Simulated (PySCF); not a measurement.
# Simulated characterisation data

- σ from GIAO-PBE0/pcSseg-1
- geometry from GFN2-xTB
- run in PySCF
- one conformer, non-relativistic Hamiltonian, one averaged value for each set of equivalent atoms, no solvent model

Shifts are taken against calculated references (same method and geometry level): $^{1}$H, $^{13}$C against TMS. Where no couplings were computed, multiplicities follow the n + 1 count of equivalent neighbours, and m marks all less simple cases (inequivalent or close neighbours, rings, F or P nearby). Shifts are as computed. Against solution values, carbons near 30 ppm lie about +3 ppm off and those near 130 ppm about +5 ppm. Of 1211 compounds with measured shifts, 218 miss one by over three times the rms of a fit or turn the order of signals round; such compounds aren't used in these exercises.

Compound 1 (C₆H₁₀O₂Si). $^{1}$H NMR (600 MHz, computed): δ 10.29 (s, 1H), 4.41 (s, 3H), 2.86 (m, 1H), 2.46 (s, 3H), 1.74 (m, 1H), 1.09 (m, 1H). $^{13}$C{$^{1}$H} NMR (computed): δ 217.1 (C), 209.6 (CH), 37.8 (CH), 35.5 (CH2), 32.8 (CH3), 28.5 (C). Structure: `C(C)(=O)[C@@H]1C[C@@]1([SiH3])C=O`.

Compound 2 (C₅H₅NO₂Si). $^{1}$H NMR (600 MHz, computed): δ 4.95 (s, 3H), 4.15 (d, 1H), 1.97 (d, 1H). $^{13}$C{$^{1}$H} NMR (computed): δ 169.3, 117.6, 82.6, 77.1, 31.7. Structure: `C#C[C@@H](C#N)C(=O)O[SiH3]`.
